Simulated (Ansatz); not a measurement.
`C[Te]C` + GeH₄ → `C[Te][GeH3]` + CH₄ at 400 K and 1 bar (formal exchange of groups at a Te–C bond).

Calculated with Ansatz (gas phase, PBE0-D4/def2-TZVP geometries, no zero-point term in ΔE). CBS: MP2 limit from def2 TZ/QZ plus the TZ coupled-cluster correction, frozen cores. This one scheme is used for every species. Elements past krypton have def2 core potentials. For Ge, Te outer-core shells are correlated without core-valence functions, which leaves a few kJ/mol of doubt a bond. Scalar relativity is left out up to krypton.

| species | CCSD(T)/CBS energy (Eh) | H − E (kJ/mol) | S (J/(mol·K)) |
| --- | --- | --- | --- |
| `C[Te]C` | -347.43957 | 217.8 | 339.8 |
| GeH₄ | -2078.49493 | 93.6 | 231.8 |
| `C[Te][GeH3]` | -2385.51123 | 188.0 | 384.6 |
| CH₄ | -40.46206 | 131.3 | 197.2 |

H − E and S are ideal-gas, rigid-rotor, harmonic terms from PBE0-D4/def2-TZVP. 1 Eh = 2625.50 kJ/mol, R = 8.31446 J/(mol·K).

Q: By hand: ΔE, ΔH, ΔS and ΔG.

A: ΔE = (-2385.51123) + (-40.46206) − (-347.43957) − (-2078.49493) = -0.03879 Eh = -101.8 kJ/mol. Δ(H − E) = 188.0 + 131.3 − 217.8 − 93.6 = 7.9, so ΔH = -93.9 kJ/mol. ΔS = 384.6 + 197.2 − 339.8 − 231.8 = 10.2 J/(mol·K). ΔG = -93.9 − 400 × (10.2)/1000 = -98.0 kJ/mol.

Q: By hand: the equilibrium constant, and the temperature at which ΔG would vanish if ΔH and ΔS stayed fixed.

A: log₁₀ K = −ΔG/(RT ln 10) = 12.8. ΔH and −TΔS have one sign here, so there is no such temperature.

The number of gas molecules stays the same, so ΔS is small and ΔH decides. A doubt of 5 kJ/mol in ΔE shifts log₁₀ K by 0.7 here. These are equilibria of isolated gas molecules and say nothing of rates. Largest T1 diagnostic: 0.012 (customary marks: 0.02 for closed shells, 0.045 for open ones).
